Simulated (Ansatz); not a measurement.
`OB(O)[O][GeH3]` + `F[SiH]1CO1` → `F[Si]1([GeH3])CO1` + `OB(O)O`  (formal exchange of groups at a Ge–O bond)

Isolated molecules relaxed with PBE0-D4/def2-TZVP in Ansatz; ΔE leaves out vibrations. CBS: MP2 limit from def2 TZ/QZ plus the TZ coupled-cluster correction, frozen cores. This one scheme is used for every species. For Ge outer-core shells are correlated without core-valence functions, which leaves a few kJ/mol of doubt a bond. Scalar relativity is left out up to krypton. One conformer a species, not always the lowest.

```
             level  ΔE (kcal/mol)
    MP2/def2-TZVPP            4.3
SCS-MP2/def2-TZVPP            5.9
```

Problem. What does CCSD(T)/CBS give? (Best estimate.)

Solution. The calculation gave: +2.4 kcal/mol. The listed levels differ from it by 1.9, 3.5 kcal/mol.

Largest T1 diagnostic among the species: 0.013.

In def2-TZVPP, CCSD(T) changes the Hartree–Fock value by −4.7 kcal/mol (the triples alone add −0.4 kcal/mol) and MP2 by −4.0 kcal/mol. From PBE to PBE0 (25 % exact exchange), in def2-TZVPP and without D4, ΔE moves by +1.2 kcal/mol.
